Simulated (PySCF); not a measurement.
Se(Me)(SeH) (CH4Se2), SMILES [SeH][Se]C.

The structure is a stationary point at B3LYP-D3(BJ)/def2-SVP. The values are those of a single conformer.

Two levels are set side by side: TDA-PBE/def2-SVPD (PySCF) and TDA-B3LYP/def2-SVPD (PySCF). Vertical, same geometry. The lowest singlet is HOMO→LUMO 99 % with PBE and HOMO→LUMO 99 % with the other functional; states are paired by order. Differences are taken from unrounded values.

| quantity | TDA-B3LYP | TDA-PBE | TDA-PBE minus TDA-B3LYP |
|---|---|---|---|
| lowest singlet excitation (eV) | 3.53 | 3.38 | -0.15 |
| lowest triplet excitation (TDA) (eV) | 2.92 | 2.79 | -0.13 |
| first bright state (f over 0.05) (eV) | 6.57 | 6.31 | -0.26 |
| its oscillator strength | 0.21 | 0.14 | -0.07 |

A lower first singlet is the usual sign of a functional without exact exchange. Differences between two approximate levels are no errors against the true value.

Rough cost on one machine, each run with all the roots and properties that it gave: TDA-B3LYP against TDA-PBE about 2 times.
